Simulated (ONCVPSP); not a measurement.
# Scattering properties, ONCV potential for vanadium (V)

```
Element                 : V
Generator               : ONCVPSP 4.0.1
Type                    : optimised norm-conserving Vanderbilt (ONCV)
Functional              : PBEsol
Relativity              : scalar-relativistic
Frozen core             : [Ne] 3s2
Valence charge          : 11
Reference configuration : 3p6 3d4 4s1
Partial waves           : 4s: rc 3.20 bohr, ncon 4, nbas 8, qcut 2 1/bohr, 3 projectors, debl 2 Ha; 3p: rc 1.45 bohr, ncon 4, nbas 8, qcut 11 1/bohr, 2 projectors, debl 3.9 Ha; 3d: rc 2.40 bohr, ncon 4, nbas 8, qcut 7 1/bohr, 2 projectors, debl 1.3 Ha; f scattering state at 0.47 Ha: rc 2.90 bohr, ncon 4, nbas 8, qcut 3.5 1/bohr, 2 projectors, debl 1.1 Ha
Local potential         : polynomial inside 1.05 bohr (lpopt 5, dvloc0 -1 Ha)
Core correction         : Teter function, fcfact 2.75, rcfact 1.25
```

The phase is arctan(r·R′/R) of the radial function R(r), unwrapped; energies in Ha, scanned from -3 to 5 Ha. A pole is an energy at which the radial function vanishes at the test radius. The pseudo phase is shifted by a multiple of π to meet the all-electron one at the reference energy, and phase errors are pseudo minus all-electron; the curves can meet again beyond the range given. Levels narrower than the energy grid can be missing from the lists of poles. Where the grid stepped over a known ghost or core level, its pole and its step of π were put in at the level’s energy.

For each channel, where are the poles, and over which energies does the pseudopotential scatter like the atom?

```csv
channel,radius (bohr),reference energy (Ha),"poles, all-electron","poles, pseudo",unbroken range about the reference energy with phases within 0.05 rad,phase error 1 Ha above the reference energy (rad)
s,3.25,-0.14,"-2.44, 0.39, 2.93","-0.08, 0.40, 2.93",-2.4 to -0.1,-3.140
p,1.47,-1.49,-0.61,-0.61,the whole range,-0.000
d,2.44,-0.09,"0.09, 2.72","0.09, 2.70",below 4.3,-0.001
f,2.94,0.47,"1.85, 4.46","-0.23, 1.86",-0.2 to 2.5,+0.000
```

Note: ghosts flagged at negative energy: f at -6.2 eV, s at -1.62 eV; no localised positive-energy state flagged. A true bound ghost makes a file unfit for plane-wave use.

Phases in the f channel:

```csv
E (Ha),all-electron,pseudo
-2.98,1.422,4.563
-2.76,1.416,4.557
-2.54,1.410,4.551
-2.32,1.403,4.543
-2.10,1.395,4.535
-1.88,1.386,4.526
-1.66,1.375,4.515
-1.44,1.362,4.502
-1.22,1.347,4.486
-1.00,1.328,4.467
-0.78,1.304,4.442
-0.56,1.273,4.409
-0.34,1.230,4.357
-0.12,1.167,1.179
0.10,1.064,1.067
0.32,0.871,0.871
0.54,0.433,0.434
0.76,-0.406,-0.403
0.98,-1.014,-1.012
1.20,-1.279,-1.278
1.42,-1.416,-1.416
1.64,-1.504,-1.504
1.86,-1.573,-1.572
2.08,-1.639,-1.635
2.30,-1.721,-1.707
2.52,-1.861,-1.810
2.74,-2.260,-2.007
2.96,-3.689,-2.582
3.18,-4.324,-3.768
3.40,-4.497,-4.257
3.62,-4.577,-4.427
3.84,-4.626,-4.512
4.06,-4.662,-4.563
4.28,-4.691,-4.598
4.50,-4.717,-4.625
4.72,-4.743,-4.645
4.94,-4.772,-4.663
```
